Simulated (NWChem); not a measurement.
System: CH5BO2; SMILES COBO

The following NWChem deck was run.

```
start job
memory heap 200 mb stack 900 mb global 1100 mb
geometry units angstroms noautosym nocenter noautoz
  B     -0.646433     0.710965    -0.000217
  H     -1.720876     1.270506    -0.000150
  O      0.529159     1.397435    -0.000050
  H      0.396314     2.348536     0.000076
  O     -0.653555    -0.637602    -0.000486
  C      0.521081    -1.410615    -0.000511
  H      0.531597    -2.056963     0.891302
  H      0.530349    -2.058623    -0.891119
  H      1.428887    -0.788564    -0.001678
end
basis spherical
  * library def2-svpd
end
dft
  xc xcamb88 1.00 lyp 0.81 vwn_5 0.19 hfexch 1.00
  cam 0.33 cam_alpha 0.19 cam_beta 0.46
  iterations 150
end
property
  response 1 0.0
end
task dft property
```

The geometry was optimised at PBE0/def2-SVP.

Static field.

### Question
What results follow from this input? (CAM-B3LYP/def2-SVPD.) Quantities: isotropic polarisability (bohr³); anisotropy (bohr³).

### Answer
* **isotropic polarisability (bohr³)**: 36.7
* **anisotropy (bohr³)**: 12.4
